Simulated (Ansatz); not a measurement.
Job for Ansatz (a program for electronic structure): R-BHLYP/def2-TZVPP on HfSe, 2S+1 = 1, a spin state set in the input, which need not be the lowest, a point of a bond scan (R = 2.306 Å). Elements past Kr take the def2 small-core potentials; no spin–orbit coupling.

Ansatz 0.2 input:
```yaml
crystal:
  periodic: [false, false, false]
  atoms:
    - {symbol: Hf, position_ang: [0.00000000, 0.00000000, 0.00000000]}
    - {symbol: Se, position_ang: [0.00000000, 0.00000000, 2.30594900]}
basis:
  gaussian:
    orbitals: def2-TZVPP
    pivot_positions_ang: [[0.00000000, 0.00000000, 0.00000000], [0.00000000, 0.00000000, 2.30594900]]
hamiltonian:
  xc: {name: BHLYP}
output: {forces: true, orbitals: {seedname: ./end}}
```

It printed:

```
WARN ansatz: RAYON_NUM_THREADS=1 ignored (pool sized by the plan → 1); use --threads N
Functional definition: BHLYP
integrals: 0.04 GiB planned
916 factors; their error is unknown
mean field: 0.35 GiB planned
mean field evaluation 1: about -66647.8955 eV, gradient 2.9e1 eV
mean field evaluation 2: about -66622.4109 eV, gradient 1.0e2 eV
mean field evaluation 4: about -66651.2357 eV, gradient 3.0e0 eV
mean field evaluation 8: about -66652.1492 eV, gradient 7.2e-1 eV
mean field evaluation 16: about -66652.1497 eV, gradient 8.0e-5 eV
mean field -66652.14971193 eV, -2449.4213234637 hartree, gradient 1.0e-5 eV, S^2 0.000000; 0 other end points of the search recorded, 0 dependent functions left out
the calculation of the forces begins
reference -66652.14982831 eV, -2449.4213277406 hartree; 23, 23 occupied and 81, 81 virtual orbitals, 916 factors
Total energy: -66652.14982831 eV, -2449.4213277406 hartree
Atom 0 at     0.000000     0.000000     0.000000 Å, force     0.000000    -0.000000     0.148271 eV/Å
Atom 1 at     0.000000     0.000000     2.305949 Å, force    -0.000000     0.000000    -0.148271 eV/Å
Dipole moment:    -0.000000     0.000000    -0.996675 e Å
```

The run converged.

Cost: very roughly 2.6 core-seconds.
